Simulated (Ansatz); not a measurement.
Geometry optimisation, Ansatz, RKS LDA/6-31G.

Input:

```yaml
crystal:
  periodic: [false, false, false]
  atoms:
    - { symbol: "N", position_ang: [-0.6919, -2.3115, 0.9141] }
    - { symbol: Si, position_ang: [-0.1083, -0.7045, 1.1538] }
    - { symbol: C, position_ang: [1.3717, -0.3446, 0.0506] }
    - { symbol: "N", position_ang: [1.0011, 0.1686, -1.2442] }
    - { symbol: C, position_ang: [0.0961, 1.3598, -1.1008] }
    - { symbol: Si, position_ang: [-1.3256, 1.0084, 0.1008] }
    - { symbol: H, position_ang: [-0.7874, -2.4355, -0.0965] }
    - { symbol: H, position_ang: [-1.6491, -2.3117, 1.2614] }
    - { symbol: H, position_ang: [0.1293, -0.4651, 2.6449] }
    - { symbol: H, position_ang: [1.985, -1.2618, -0.0628] }
    - { symbol: H, position_ang: [2.0495, 0.3925, 0.562] }
    - { symbol: H, position_ang: [1.7504, 0.3817, -1.8157] }
    - { symbol: H, position_ang: [-0.3517, 1.6927, -2.074] }
    - { symbol: H, position_ang: [0.6773, 2.2058, -0.6831] }
    - { symbol: H, position_ang: [-2.532, 0.4234, -0.577] }
    - { symbol: H, position_ang: [-1.6373, 2.1791, 1.0107] }
basis:
  gaussian: { orbitals: "6-31G" }
hamiltonian:
  xc: lda
relax:
  f_tol: 0.02
  max_steps: 50
```

Launched with:

```bash
$ ansatz run input.yaml --threads 2 --pin off --max-ram 3072MiB --backend cpu --events-out ev --progress --plain --runs-dir out
```

**Question.** Where does it end, and by what steps?

**Answer.** The run converged. The force dipped under the threshold on the way, but the program's further checks kept it going. Limits of this set-up: no polarisation functions. After 21 steps the energy has fallen by 0.836 eV; H8 moved furthest, 1.22 Å.

```csv
step,energy less start (eV),largest force component (eV/Å),accepted
0,0.0000,4.224,yes
1,-0.5637,1.357,yes
2,-0.6752,1.293,yes
3,-0.7293,0.941,yes
4,-0.7691,0.455,yes
5,-0.7887,0.137,yes
6,-0.7928,0.328,yes
7,-0.8058,0.324,yes
8,-0.7995,0.316,no
9,-0.8104,0.059,yes
10,-0.8164,0.055,yes
11,-0.8212,0.317,yes
12,-0.8252,0.230,yes
13,-0.8261,0.271,yes
14,-0.8319,0.146,yes
15,-0.8348,0.081,yes
16,-0.8325,0.152,no
17,-0.8352,0.038,yes
18,-0.8357,0.010,yes
19,-0.8357,0.068,no
20,-0.8360,0.017,yes
21,-0.8360,0.007,yes
```

```xyz
16
Properties=species:S:1:pos:R:3
N -0.934 -2.247 0.917
Si -0.183 -0.668 1.098
C 1.412 -0.311 0.064
N 0.968 0.278 -1.186
C 0.208 1.508 -1.066
Si -1.341 1.051 0.005
H -1.589 -2.448 0.164
H -0.706 -3.036 1.518
H 0.118 -0.482 2.580
H 1.949 -1.259 -0.128
H 2.089 0.350 0.670
H 1.653 0.265 -1.947
H -0.106 1.860 -2.066
H 0.760 2.347 -0.567
H -2.480 0.571 -0.879
H -1.841 2.198 0.865
```

The run took 43 s on 2 threads of Intel(R) Xeon(R) Platinum 8488C (Sapphire Rapids), with other jobs on the host, peak memory 0.17 GiB.
